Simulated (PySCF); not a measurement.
Molfile (atoms numbered from 1):
```
C6H8F2O
     RDKit          3D

 17 17  0  0  0  0  0  0  0  0999 V2000
   -0.7051    1.8063    1.7947 O   0  0  0  0  0  0  0  0  0  0  0  0
   -0.4509    1.2459    0.7673 C   0  0  0  0  0  0  0  0  0  0  0  0
    0.8732    1.2587    0.0573 C   0  0  0  0  0  0  0  0  0  0  0  0
    1.4346   -0.1707    0.0380 C   0  0  0  0  0  0  0  0  0  0  0  0
    0.4648   -1.1220   -0.6551 C   0  0  0  0  0  0  0  0  0  0  0  0
   -0.8945   -1.1122    0.0399 C   0  0  0  0  0  0  0  0  0  0  0  0
   -1.4515    0.3092    0.0629 C   0  0  0  0  0  0  0  0  0  0  0  0
   -1.6699    0.7462   -1.2167 F   0  0  0  0  0  0  0  0  0  0  0  0
   -2.6673    0.3416    0.6636 F   0  0  0  0  0  0  0  0  0  0  0  0
    1.5527    1.9395    0.5703 H   0  0  0  0  0  0  0  0  0  0  0  0
    0.7207    1.6033   -0.9677 H   0  0  0  0  0  0  0  0  0  0  0  0
    2.3933   -0.1698   -0.4821 H   0  0  0  0  0  0  0  0  0  0  0  0
    1.6083   -0.5013    1.0644 H   0  0  0  0  0  0  0  0  0  0  0  0
    0.8654   -2.1364   -0.6437 H   0  0  0  0  0  0  0  0  0  0  0  0
    0.3368   -0.8212   -1.6970 H   0  0  0  0  0  0  0  0  0  0  0  0
   -0.8090   -1.4514    1.0738 H   0  0  0  0  0  0  0  0  0  0  0  0
   -1.6085   -1.7538   -0.4800 H   0  0  0  0  0  0  0  0  0  0  0  0
  1  2  2  0
  2  3  1  0
  3  4  1  0
  4  5  1  0
  5  6  1  0
  6  7  1  0
  7  8  1  0
  7  9  1  0
  7  2  1  0
  3 10  1  0
  3 11  1  0
  4 12  1  0
  4 13  1  0
  5 14  1  0
  5 15  1  0
  6 16  1  0
  6 17  1  0
M  END
```

[PySCF 2.14.0 with density-fitted response routines: GIAO PBE0/pcSseg-1 shieldings; GFN2-xTB geometry; a single conformation; no solvent; no relativistic terms; averaged over atoms made equivalent by symmetry, fast rotation or ring inversion]

Scale: $^{13}$C (σref 186.93), $^{1}$H (σref 31.72) vs TMS; $^{17}$O (σref 336.08) against H2O; $^{19}$F (σref 170.95) against CFCl3 (reference shieldings calculated alike).

| atoms | nucleus | count | Hirshfeld charge | δ (ppm) |
| --- | --- | --- | --- | --- |
| F8/F9 | $^{19}$F | 2 | -0.10 | ? |
| C5 | $^{13}$C | 1 | -0.07 | 26.2 |
| C2 | $^{13}$C | 1 | 0.15 | 206.8 |
| C7 | $^{13}$C | 1 | 0.17 | 124.2 |
| H16/H17 | $^{1}$H | 2 | 0.05 | ? |
| C4 | $^{13}$C | 1 | -0.06 | 32.5 |
| C3 | $^{13}$C | 1 | -0.08 | 43.9 |
| H10/H11 | $^{1}$H | 2 | 0.05 | ? |
| C6 | $^{13}$C | 1 | -0.09 | 43.2 |
| H14/H15 | $^{1}$H | 2 | 0.04 | 1.89 |
| O1 | $^{17}$O | 1 | -0.22 | 666.2 |
| H12/H13 | $^{1}$H | 2 | 0.05 | ? |

Fill in the missing shifts.

Answers


- H10/H11: 2.65 ppm, hydrogen on an sp3 CH2 α to a carbonyl; α to C=O
- H16/H17: 2.19 ppm, hydrogen on an sp3 CH2 in a ring
- H12/H13: 1.85 ppm, hydrogen on an sp3 CH2 in a ring
- F8/F9: -133.6 ppm, fluorine of a CF2 group

Shifts are as computed. Against solution values, carbons near 30 ppm lie about +3 ppm off and those near 130 ppm about +5 ppm. Of 1211 compounds with measured shifts, 218 miss one by over three times the rms of a fit or turn the order of signals round; such compounds aren't used in these exercises. Unscaled 19F shifts against computed CFCl3 carry errors that often reach 10 to 50 ppm. Unscaled 17O shifts of doubly bonded oxygen tend to come out too high, by tens of ppm or more. Experimental scales use liquid or dissolved standards, which lie at an offset from isolated H2O (liquid H2O: subtract about 36 ppm).
